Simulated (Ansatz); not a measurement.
`C#[C][Zr]([OH])([F])[O]C` and `C[O][Zr]([OH])([F])[Se]C` differ in one atom or group.

Ansatz, PBE0-D4/def2-TZVP geometries, multiplicity 1. Each molecule was computed in one conformer, which needn't be the lowest.

Elements past krypton have def2 core potentials. Outer-core shells of Se, Zr are correlated without core-valence functions. Scalar relativity is left out up to krypton. Spin–orbit coupling is left out.

```
                                            property  `C#[C][Zr]([OH])([F])[O]C`
               LUMO energy (ωB97M-V/def2-TZVPP) / eV                        0.68
             HOMO–LUMO gap (ωB97M-V/def2-TZVPP) / eV                       10.77
                  HOMO energy (PBE0/def2-TZVPP) / eV                       -7.85
vertical ionisation energy (CCSD(T)/def2-TZVPP) / eV                       10.20
      zero-point energy (PBE0-D4/def2-TZVP) / kJ/mol                       194.3
                HOMO–LUMO gap (PBE0/def2-TZVPP) / eV                        6.81
```

What does the change do to each property? (Estimate.)

The calculation gave: 
```csv
property,`C[O][Zr]([OH])([F])[Se]C`,shift
LUMO energy (ωB97M-V/def2-TZVPP) / eV,0.65,-0.03
HOMO–LUMO gap (ωB97M-V/def2-TZVPP) / eV,9.18,-1.59
HOMO energy (PBE0/def2-TZVPP) / eV,-6.43,1.42
vertical ionisation energy (CCSD(T)/def2-TZVPP) / eV,8.40,-1.80
zero-point energy (PBE0-D4/def2-TZVP) / kJ/mol,246.1,51.8
HOMO–LUMO gap (PBE0/def2-TZVPP) / eV,5.64,-1.17
```

With PBE0 the HOMO rises by 1.42 eV and the LUMO rises by 0.25 eV, so the gap narrows by about 1.17 eV. PBE moves the HOMO by 1.29 eV and ωB97M-V by 1.56 eV. The zero-point energy changes by 51.8 kJ/mol with +6 modes.
